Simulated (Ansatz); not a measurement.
Program: Ansatz. Geometries: PBE0-D4/def2-TZVP. ΔE: electronic, gas phase. CBS: MP2 limit from def2 TZ/QZ plus the TZ coupled-cluster correction, frozen cores. This one scheme is used for every species. DFT in def2-TZVPP. B3LYP here is the variant with VWN-RPA as its local correlation; programs differ in this. HSE06 is defined as in plane-wave codes. Each species was taken in one conformer, which may not be the lowest.

Reaction (hydrogenolysis of a C–Si bond): `BBC[SiH3]` + H₂ → `BBC` + SiH₄

| level | ΔE (kcal/mol) | difference from CCSD(T)/CBS |
| --- | --- | --- |
| LDA (SPW92) | -1.3 | 0.4 |
| PBE-D4 | -1.3 | 0.4 |
| BLYP-D4 | -2.3 | -0.6 |
| r2SCAN-D4 | -1.6 | 0.1 |
| B97M-V | -3.5 | -1.8 |
| PBE0-D4 | -2.0 | -0.3 |
| B3LYP-D4 | -3.0 | -1.3 |
| r2SCANh-D4 | -1.8 | -0.1 |
| r2SCAN0-D4 | -2.1 | -0.4 |
| HSE06-D4 | -2.0 | -0.3 |
| BHLYP-D4 | -4.0 | -2.3 |
| ωB97X-V | -3.1 | -1.4 |
| ωB97M-V | -2.2 | -0.5 |
| B2PLYP | -4.0 | -2.3 |
| PBE-QIDH | -2.4 | -0.7 |
| PBE | -3.0 | -1.3 |
| revPBE | -3.9 | -2.2 |
| BLYP | -5.7 | -4.0 |
| r2SCAN | -2.1 | -0.4 |
| PBE0 | -3.5 | -1.8 |
| B3LYP | -5.7 | -4.0 |
| r2SCANh | -2.3 | -0.6 |
| r2SCAN0 | -2.7 | -1.0 |
| BHLYP | -6.3 | -4.6 |
| CAM-B3LYP | -5.5 | -3.8 |
| LC-ωPBE | -3.7 | -2.0 |
| RPA@PBE/def2-TZVPP | -2.8 | -1.1 |
| MP2/def2-SVP | -3.6 | -1.9 |
| CCSD/def2-SVP | -6.2 | -4.5 |
| CCSD(T)/def2-SVP | -5.2 | -3.5 |
| MP2/def2-TZVPP | -0.7 | 1.0 |
| SCS-MP2/def2-TZVPP | -2.6 | -0.9 |
| CCSD/def2-TZVPP | -3.7 | -2.0 |
| CCSD(T)/def2-TZVPP | -2.4 | -0.7 |
| HF/def2-QZVPP | -9.0 | -7.3 |
| MP2/def2-QZVPP | -0.3 | 1.4 |
| SCS-MP2/def2-QZVPP | -2.2 | -0.5 |
| HF/CBS(def2) | -9.0 | -7.3 |
| MP2/CBS(def2) | 0.0 | 1.7 |
| CCSD/CBS(def2) | -3.0 | -1.3 |
| CCSD(T)/CBS | -1.7 | 0 |

Largest T1 diagnostic among the species: 0.012.

At CCSD(T), def2-SVP lies −3.5 kcal/mol from the extrapolated value and def2-TZVPP −0.7 kcal/mol. In def2-TZVPP, CCSD(T) changes the Hartree–Fock value by +6.7 kcal/mol (the triples alone add +1.3 kcal/mol) and MP2 by +8.4 kcal/mol.
